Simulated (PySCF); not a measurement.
**Atomic charges by several schemes**

Compound: C₅H₁₁OP.
Cartesian coordinates in Å at the GFN2-xTB level; atoms count from 1:
```
atom  x, y, z in Å
C1     3.5349    0.3832    0.3803
C2     2.5351    0.5879   -0.4617
P3     0.8067    0.9061    0.0175
C4     0.0822   -0.5859   -0.8544
C5    -1.4156   -0.5284   -0.6026
O6    -1.5601   -0.0208    0.7035
C7    -2.8889    0.2228    1.0788
H8     3.3760    0.3377    1.4462
H9     4.5523    0.2569    0.0449
H10    2.7266    0.6561   -1.5271
H11    0.9144    0.3216    1.2773
H12    0.3039   -0.5354   -1.9224
H13    0.5185   -1.4993   -0.4465
H14   -1.9019    0.1495   -1.3202
H15   -1.8911   -1.5176   -0.6901
H16   -3.3711    0.9333    0.3964
H17   -3.4713   -0.7068    1.0890
H18   -2.8595    0.6453    2.0809
```

Density: PBE0/pcSseg-1 (PySCF); schemes: Mulliken, IAO, Hirshfeld and ESP-fitted. Isolated species at its GFN2-xTB geometry (one conformer only).

Problem. Atoms with like bonding are taken together and averaged. At which atom do the 4 schemes differ most?

Solution. At P3: from -0.247 (ESP-fitted) to +0.379 e (IAO), 0.626 e apart.

Problem. Do the Mulliken, IAO, Hirshfeld and ESP-fitted schemes agree on where the charge is lowest?

Solution. The schemes don't all agree: Mulliken O6 (-0.544); IAO C4 (-0.435); Hirshfeld C4 and O6 (-0.118); ESP-fitted C1 (-0.487).

Problem. Tabulate the Mulliken, IAO, Hirshfeld and ESP-fitted charges.

Solution. In e; atoms taken as equivalent share a row and are averaged (×n: the atom named and its like, n in all):

| atom | environment | Mulliken | IAO | Hirshfeld | ESP-fitted |
| --- | --- | --- | --- | --- | --- |
| C1 | terminal =CH2 carbon | -0.160 | -0.317 | -0.109 | -0.487 |
| C2 | alkene CH carbon | -0.452 | -0.340 | -0.100 | -0.005 |
| P3 | phosphine phosphorus | +0.349 | +0.379 | +0.100 | -0.247 |
| C4 | sp3 carbon bound to phosphorus | -0.483 | -0.435 | -0.118 | -0.114 |
| C5 | sp3 carbon bound to oxygen | +0.086 | -0.046 | -0.001 | +0.038 |
| O6 | ether oxygen | -0.544 | -0.390 | -0.118 | -0.160 |
| C7 | methoxy carbon | -0.016 | -0.201 | -0.038 | -0.372 |
| H8 | vinylic hydrogen | +0.112 | +0.142 | +0.041 | +0.214 |
| H9 | vinylic hydrogen | +0.115 | +0.148 | +0.043 | +0.165 |
| H10 | vinylic hydrogen | +0.130 | +0.147 | +0.040 | +0.129 |
| H11 | P–H hydrogen | +0.045 | -0.023 | -0.015 | +0.124 |
| H12/H13 | methylene hydrogen | +0.151 | +0.147 | +0.040 | +0.078 |
| H14/H15 | methylene hydrogen | +0.107 | +0.118 | +0.033 | +0.059 |
| H16/H17/H18 | methyl hydrogen | +0.102 | +0.135 | +0.043 | +0.147 |

Mean size of the charges over all atoms: IAO 0.195 e, Mulliken 0.184 e, ESP-fitted 0.154 e, Hirshfeld 0.055 e. Each set sums to the total charge, 0, to within 0.001 e. The Mulliken scheme counts on each atom the diagonal of the density matrix times the overlap matrix over that atom's basis functions.

Some averages cover members that differ in this geometry: H12/H13, ESP-fitted +0.057 to +0.098; H16/H17/H18, ESP-fitted +0.132 to +0.169; H16/H17/H18, IAO +0.123 to +0.160; H16/H17/H18, Mulliken +0.090 to +0.124 e.

Problem. How many electrons does the IAO scheme count on C4?

Solution. Z − q = 6 − (-0.435) = 6.435.

Problem. How closely do the schemes follow one another over all atoms?

Solution. Correlation coefficient and root-mean-square difference: IAO with Hirshfeld 0.99, 0.163 e; Mulliken with Hirshfeld 0.94, 0.179 e; Mulliken with IAO 0.94, 0.084 e; Hirshfeld with ESP-fitted 0.54, 0.166 e; IAO with ESP-fitted 0.53, 0.207 e; Mulliken with ESP-fitted 0.35, 0.249 e.
